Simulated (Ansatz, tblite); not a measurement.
Cost and result up the ladder for WNCl₃ (5 atoms). Total charge 0; singlet. Geometry: PBE0-D4/def2-SVP.

Cartesian coordinates in Å:
```
W -0.0001 0.0020 -0.0069
N -0.0328 0.4512 -1.5960
Cl 1.1943 1.6329 1.0143
Cl 1.0189 -2.0207 -0.0149
Cl -2.1802 -0.0655 0.6035
```

Ansatz on 4 threads of Arm Neoverse V2 on a shared host; xTB runs through tblite on one thread. Times are rough, summed over both states, and most runs start from the orbitals of an earlier one. No level here is sound enough to serve as a yardstick. The other state is a triplet.

In the def2 sets W takes a core potential; there is no spin–orbit coupling. The xTB rows come from tblite. HOMO above LUMO, or a gap near zero within one spin, warns that the state may not be the lowest or that an electron is smeared out.

xTB has no spin-polarisation term.

```csv
level,functions,wall time,vertical triplet (eV),remarks
GFN1-xTB,40,0.01 s,3.58,–
GFN2-xTB,40,0.014 s,1.95,–
PBE-D4/def2-TZVP,182,11 s,3.37,gap within one spin near zero (triplet)
r2SCAN-D4/def2-TZVP (with forces),182,30 s,3.32,restricted SCF unstable in HF (singlet)
```
